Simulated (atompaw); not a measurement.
u(r) = r·R(r): atom against pseudo-atom (Ho (Z = 67))

Columns: radius, all-electron u(r) and pseudo u(r) of the 4f shell (level -10.71 eV) of holmium in the configuration [Kr] 4d10 4f10.5 5s2 5p6 5d0.5 6s2 6p0; PBEsol, non-relativistic, PAW (atompaw) scheme, atompaw 4.2.0.5.

```tsv
r (bohr)	all-electron	pseudo
0.098	0.0948	0.0004
0.196	0.4632	0.0057
0.294	0.8395	0.0268
0.392	1.0655	0.0758
0.490	1.1435	0.1601
0.588	1.1242	0.2765
0.687	1.0531	0.4112
0.785	0.9613	0.5366
0.883	0.8646	0.6280
0.981	0.7711	0.6675
1.079	0.6846	0.6535
1.177	0.6064	0.6017
1.275	0.5364	0.5363
1.373	0.4743	0.4743
1.471	0.4195	0.4195
1.569	0.3711	0.3711
1.667	0.3286	0.3286
1.765	0.2912	0.2912
1.863	0.2583	0.2583
1.962	0.2290	0.2290
2.060	0.2035	0.2035
2.158	0.1811	0.1811
2.256	0.1613	0.1613
2.354	0.1439	0.1439
2.452	0.1285	0.1285
2.550	0.1148	0.1148
```

Q: How many radial nodes do the two functions have?

A: The all-electron 4f function has n − l − 1 = 0; the pseudo-wave has 0.

Q: At about which radius was the pseudo-wave matched?

A: 1.35 bohr, where the columns begin to agree (steps of 0.10 bohr).

Q: Is the pseudo-wave norm-conserving?

A: No, it belongs to a PAW set: the norm inside the radius is not constrained, and the difference is carried by the augmentation charge.
